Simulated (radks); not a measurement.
Problem. The mean radii <r> (bohr) of the occupied orbitals of an atom or ion are listed with their occupations. All-electron calculation, scalar-relativistic Kohn-Sham, exchange-only LDA, spin-polarised, spherical densities, point nucleus. Program: a radial shooting solver on a logarithmic mesh with Libxc functionals.

orbital  occ.      <r>
1s up       1  0.01605
1s down     1  0.01605
2s up       1  0.06761
2s down     1  0.06761
2p up       3  0.06144
2p down     3  0.06144
3s up       1   0.1745
3s down     1   0.1745
3p up       3   0.1764
3p down     3   0.1764
3d up       5   0.1598
3d down     5   0.1598
4s up       1   0.3829
4s down     1   0.3829
4p up       3   0.4078
4p down     3   0.4076
4d up       5   0.4261
4d down     5   0.4258
4f up       7   0.4366
4f down     7   0.4357
5s up       1   0.7829
5s down     1   0.7816
5p up       1   0.8500

Name the element and its charge. Open shells, if any, are filled with parallel spins first.

Solution. Z = 82, lead, charge +19: Pb19+ in [Kr] 4d10 4f14 5s2 5p1. The 1s radius gives Z: for a bare nucleus <r> = (2 gamma + 1)/(2Z) with gamma = sqrt(1 - (Z/c)^2), 0.01587 bohr for Z = 82, and screening makes it slightly larger (0.01605 here). The occupations add up to 63, and the charge is Z minus that.
